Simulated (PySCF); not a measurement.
**Partial charges of `[SiH3]OC1=CCC=C/C1=C\Cl`**

C₇H₉ClOSi.
Z-matrix (Å and degrees, GFN2-xTB geometry), rows numbered from 1:
```
Si
O   1  1.6227
C   2  1.3546  1  134.78
C   3  1.3350  2  122.56  1   -49.19
C   4  1.4914  3  123.53  2  -177.88
C   5  1.4896  4  112.91  3     0.33
C   6  1.3306  5  123.10  4    -1.11
C   7  1.4498  6  122.63  5     0.48
C   8  1.3434  3  119.70  2    -3.36
Cl  9  1.7136  8  123.75  3  -179.16
H   1  1.4637  2  109.60  3   -65.05
H   1  1.4644  2  112.73  3    55.94
H   1  1.4539  2   98.97  3   175.20
H   4  1.0800  3  119.38  2     1.88
H   5  1.0978  4  109.64  3   122.76
H   5  1.0982  4  109.53  3  -121.79
H   6  1.0809  5  116.36  4   179.21
H   7  1.0796  6  120.80  5  -179.51
H   9  1.0775  8  122.35  3     0.82
```

Density: PBE0/pcSseg-1 (PySCF); schemes: Mulliken, IAO, Hirshfeld and ESP-fitted. The structure is a single GFN2-xTB conformer in the gas phase; no vibrational or solvent corrections. GFN2-xTB frequencies show an imaginary mode (40i cm⁻¹), so this geometry is no minimum at that level.

Question: At which atom do the 4 schemes differ most?

Answer: At C8: from -0.349 (Mulliken) to +0.445 e (ESP-fitted), 0.794 e apart.

Question: For which atoms does the sign change between the 4 schemes (beyond +0.03 e in one, beyond −0.03 e in another)?

Answer: C8. Atomic charges aren't observables, and each scheme defines them in its own way.

Question: Give the atomic charges in each scheme.

Answer: In e:

| atom | environment | Mulliken | IAO | Hirshfeld | ESP-fitted |
| --- | --- | --- | --- | --- | --- |
| Si1 | oxygen-bound silicon | +0.700 | +0.881 | +0.396 | +0.575 |
| O2 | silyl ether oxygen | -0.662 | -0.599 | -0.188 | -0.370 |
| C3 | vinylic carbon bearing oxygen | +0.407 | +0.203 | +0.074 | +0.017 |
| C4 | alkene CH carbon | -0.227 | -0.215 | -0.072 | -0.139 |
| C5 | allylic carbon | -0.062 | -0.268 | -0.066 | -0.176 |
| C6 | alkene CH carbon | -0.160 | -0.132 | -0.033 | -0.013 |
| C7 | alkene CH carbon | +0.030 | -0.165 | -0.062 | -0.428 |
| C8 | fully substituted alkene carbon | -0.349 | -0.032 | -0.029 | +0.445 |
| C9 | vinylic C–Cl carbon | +0.004 | -0.195 | -0.047 | -0.462 |
| Cl10 | vinyl chlorine | -0.094 | -0.017 | -0.022 | -0.032 |
| H11 | Si–H hydrogen | -0.105 | -0.145 | -0.078 | -0.111 |
| H12 | Si–H hydrogen | -0.118 | -0.151 | -0.079 | -0.112 |
| H13 | Si–H hydrogen | -0.102 | -0.126 | -0.072 | -0.102 |
| H14 | vinylic hydrogen | +0.102 | +0.151 | +0.044 | +0.132 |
| H15 | methylene hydrogen | +0.154 | +0.159 | +0.052 | +0.107 |
| H16 | methylene hydrogen | +0.153 | +0.158 | +0.051 | +0.104 |
| H17 | vinylic hydrogen | +0.098 | +0.153 | +0.051 | +0.109 |
| H18 | vinylic hydrogen | +0.094 | +0.162 | +0.037 | +0.193 |
| H19 | vinylic hydrogen | +0.139 | +0.177 | +0.044 | +0.263 |

Mean size of the charges over all atoms: IAO 0.215 e, ESP-fitted 0.205 e, Mulliken 0.198 e, Hirshfeld 0.079 e. Each set sums to the total charge, 0, to within 0.001 e. The ESP scheme fits charges at the nuclei, held to the total charge, to the electrostatic potential on points at 1.4 to 2.0 times the van der Waals radii. The Hirshfeld scheme weights the molecular density at each point by an atom's share of the summed free-atom densities.

Question: How many electrons does the ESP-fitted scheme count on C3?

Answer: Z − q = 6 − (+0.017) = 5.983.

Question: How closely do the schemes follow one another over all atoms?

Answer: Correlation coefficient and root-mean-square difference: IAO with Hirshfeld 0.98, 0.180 e; Mulliken with IAO 0.90, 0.130 e; Mulliken with Hirshfeld 0.89, 0.182 e; IAO with ESP-fitted 0.80, 0.177 e; Hirshfeld with ESP-fitted 0.75, 0.193 e; Mulliken with ESP-fitted 0.50, 0.270 e.
